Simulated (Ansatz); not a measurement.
Relaxation of AlCl$_{3}$GeH$_{4}$O (10 atoms, charge 0, multiplicity 1), to a largest force component of 0.03 eV/Å in at most 50 steps.

Computed with Ansatz, RKS PBE0/def2-SVP.

```xyz
10
Properties=species:S:1:pos:R:3
Ge -0.374 -0.115 -0.552
H -0.222 0.920 2.000
Cl 1.303 -1.058 0.366
Cl -0.022 1.972 -0.786
Cl -0.602 -0.936 -2.521
O -1.875 -0.419 0.298
Al -3.340 -1.334 0.176
H -3.232 -2.904 0.001
H -4.689 -0.516 0.367
H -0.889 0.653 1.969
```

Where does it end, and by what steps?

The forces met the threshold. The force dipped under the threshold on the way, but the program's further checks kept it going. After 26 steps the energy has fallen by 0.222 eV; H10 moved furthest, 1.12 Å.

```tsv
step	energy less start (eV)	largest force component (eV/Å)	accepted
0	0.0000	1.538	yes
1	-0.1165	0.294	yes
2	-0.1610	0.165	yes
3	-0.1824	0.100	yes
4	-0.1899	0.129	yes
5	-0.1982	0.058	yes
6	-0.2052	0.105	yes
7	-0.1691	1.390	no
8	-0.2075	0.025	yes
9	-0.2047	0.629	no
10	-0.2092	0.146	yes
11	-0.2095	0.327	yes
12	-0.2144	0.053	yes
13	-0.2176	0.061	yes
14	-0.2178	0.176	yes
15	-0.2192	0.098	yes
16	-0.2198	0.037	yes
17	-0.2196	0.195	no
18	-0.2201	0.031	yes
19	-0.2189	0.201	no
20	-0.2207	0.013	yes
21	-0.2211	0.056	yes
22	-0.2212	0.122	yes
23	-0.2215	0.071	yes
24	-0.2219	0.013	yes
25	-0.2214	0.164	no
26	-0.2224	0.025	yes
```

```xyz
10
Properties=species:S:1:pos:R:3
Ge -0.445 -0.172 -0.992
H -0.264 0.733 2.606
Cl 0.946 -1.077 0.356
Cl -0.004 1.903 -1.151
Cl -0.239 -1.082 -2.911
O -2.049 -0.380 -0.403
Al -3.346 -1.366 0.147
H -3.175 -2.936 0.077
H -4.618 -0.598 0.678
H -0.747 1.237 2.911
```

Whether the end is a true minimum wasn't checked by a vibrational analysis.

Run time: 82 s on 4 threads of Arm Neoverse V2 (shared host), peak memory 0.41 GiB.
